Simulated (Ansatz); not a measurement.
Geometry optimisation, UKS B3LYP/def2-SVP in Ansatz 0.2.0.

input.yaml

```yaml
crystal:
  periodic: [false, false, false]
  atoms:
    - { symbol: Ge, position_ang: [0.0, 0.0, 0.0] }
    - { symbol: H, position_ang: [0.0, 0.0, 1.8] }
    - { symbol: H, position_ang: [1.4616, 0.0, -0.5162] }
    - { symbol: H, position_ang: [-0.73, 1.2648, -0.5162] }
    - { symbol: H, position_ang: [-0.73, -1.2648, -0.5162] }
    - { symbol: H, position_ang: [0.0, 0.0, 2.76] }
magnetization:
  spin_polarized: true
  initial_magnetization: 1
basis:
  gaussian: { orbitals: def2-SVP }
hamiltonian:
  xc: b3lyp
relax:
  f_tol: 0.15
  max_steps: 25
  restrain:
    - { distance: [1, 5], at: 1.86, k: 30.0 }
    - { distance: [0, 1], at: 1.55, k: 30.0 }
```

Run as:

```bash
$ ansatz run input.yaml --threads 2 --pin off --max-ram 3072MiB --backend cpu --events-out ev --progress --plain --runs-dir out
```

Question: Where does it end, and by what steps?

Answer: The forces met the threshold. The restraints hold the end off the free minimum. After 3 steps the energy has risen by 0.308 eV (the restraints' own energy left out); H6 moved furthest, 0.59 Å.

```csv
step,energy less start (eV),largest force component (eV/Å),accepted
0,0.0000,1.436,yes
1,0.2847,0.250,yes
2,0.3520,1.119,yes
3,0.3080,0.068,yes
```

```xyz
6
Properties=species:S:1:pos:R:3
Ge 0.000 0.000 -0.067
H 0.000 0.000 1.484
H 1.452 0.000 -0.584
H -0.725 1.257 -0.584
H -0.725 -1.257 -0.584
H 0.000 0.000 3.345
```

The run took 5.6 s on 2 threads of Intel(R) Xeon(R) Platinum 8259CL CPU @ 2.50GHz (Skylake/Cascade Lake), with other jobs on the host, peak memory 0.15 GiB.
